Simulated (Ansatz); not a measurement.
`C[Si](F)(Cl)[O][AlH2]`, relaxed with RKS PBE0-D4/def2-TZVP in Ansatz 0.2.0 from a PBE-D4/def2-SVP geometry. The force threshold is 0.005 eV/Å; the program also tests the step.

Total charge 0; spin multiplicity 1.

Start:

```xyz
11

C     1.456   -0.826    1.080
Si    0.751    0.058   -0.392
F     1.662    1.369   -0.738
Cl    0.821   -1.157   -2.077
O    -0.792    0.560   -0.139
Al   -2.436    0.912   -0.537
H     1.430   -0.166    1.971
H     0.868   -1.739    1.301
H     2.506   -1.126    0.892
H    -3.225    1.792    0.529
H    -3.042    0.324   -1.888
```

Q: How much energy does the relaxation release, and in how many steps? (An estimate is asked.)

A: Computed: 2.42 kcal/mol, in 44 steps, 6 of them rejected.

Q: Which bonds change most? (Estimate.)

A: The calculation gave: Si2–F3 from 1.633 to 1.592 Å; Si2–O5 from 1.643 to 1.603 Å; O5–Al6 from 1.728 to 1.696 Å; Si2–Cl4 from 2.078 to 2.052 Å.

Q: Give the relaxed structure. (Estimate.)

A: Ansatz gave: 
```xyz
11

C     1.485   -0.729    1.102
Si    0.684   -0.059   -0.412
F     1.529    1.178   -0.949
Cl    0.709   -1.460   -1.911
O    -0.824    0.420   -0.157
Al   -2.393    0.935   -0.542
H     1.497    0.030    1.887
H     0.937   -1.599    1.470
H     2.513   -1.032    0.893
H    -3.386    1.101    0.671
H    -2.751    1.214   -2.052
```
